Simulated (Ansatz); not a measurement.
`O[SiH2]CBr` + arsine → `O[SiH2][AsH2]` + `CBr`  (ligand exchange at the Si–C bond)

Gas-phase electronic energies from Ansatz, PBE0-D4/def2-TZVP geometries. CCSD(T)/CBS adds triple-zeta CCSD(T) − MP2 to the extrapolated MP2 energy (def2 sets, frozen cores). DFT in def2-TZVPP. For As, Br outer-core shells are correlated without core-valence functions, which leaves a few kJ/mol of doubt a bond. Scalar relativity is left out up to krypton. One conformer a species, not always the lowest.

| level | ΔE (kJ/mol) |
| --- | --- |
| ωB97M-V | -23.2 |
| PBE-QIDH | -28.3 |
| revPBE | -34.4 |
| BHLYP | -26.9 |
| HF/def2-SVP | -24.1 |
| CCSD/def2-SVP | -20.1 |
| CCSD/def2-TZVPP | -23.7 |
| SCS-MP2/def2-QZVPP | -23.9 |

What does CCSD(T)/CBS give? (Estimate.)

The calculation gave: -24.6 kJ/mol. The listed levels differ from it by 1.4, -3.7, -9.8, -2.3, 0.5, 4.5, 0.9, 0.7 kJ/mol.

What do rigid-rotor, harmonic-oscillator terms from PBE0-D4/def2-TZVP frequencies (298.15 K, 1 bar) make of the CCSD(T)/CBS value? (Best estimate.)

The calculation gave: ΔZPE = +8.1 kJ/mol, ΔH = -17.0 kJ/mol, ΔS = 9 J/(mol·K), ΔG = -19.7 kJ/mol.

Largest T1 diagnostic among the species: 0.011.

Leaving LDA and LC-ωPBE aside and taking each functional with its dispersion term where it has one, the values, not all of them listed here, spread over 8.1 kJ/mol, from revPBE-D4 to ωB97M-V. LDA lies +7.2 kJ/mol from PBE without D4. At CCSD(T), def2-SVP lies +5.0 kJ/mol from the extrapolated value and def2-TZVPP +1.3 kJ/mol.
